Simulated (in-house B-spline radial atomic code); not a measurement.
A fraction x of an electron is moved 4s → 3d in Cr, starting from [Ar] 3d5 4s1 and keeping the highest spin. Level of theory: non-relativistic SCAN, spin-polarised, spherical fractional occupations, point nucleus; calculated with an all-electron radial atomic-structure program (B-spline basis).

```
    x  E(x) - E(0) (eV)  4s up level (eV)  3d down level (eV)
    0            0.0000            -4.812                   -
0.125            0.6318            -5.452              -0.164
 0.25                 ?                 ?                   ?
0.375            2.0185            -5.885              -0.322
  0.5                 ?                 ?                   ?
0.625            3.3393            -5.396              -0.361
 0.75            3.9550            -5.207              -0.386
0.875            4.5456            -5.048              -0.415
    1            5.1140                 -              -0.447
```

Task: What belongs in the row x = 0.25?

Result: An energy change of 1.3143 eV; 4s up at -5.868 eV, 3d down at -0.264 eV.

Task: What belongs in the row x = 0.5?

Result: An energy change of 2.6949 eV; 4s up at -5.617 eV, 3d down at -0.338 eV.

Task: Check Janak's theorem between x = 0.625 and 0.75.

Result: The slope of the energy is 4.93 eV; the orbital levels give 4.93 eV (ε of the receiving orbital less ε of the emptying one, averaged over the two points).
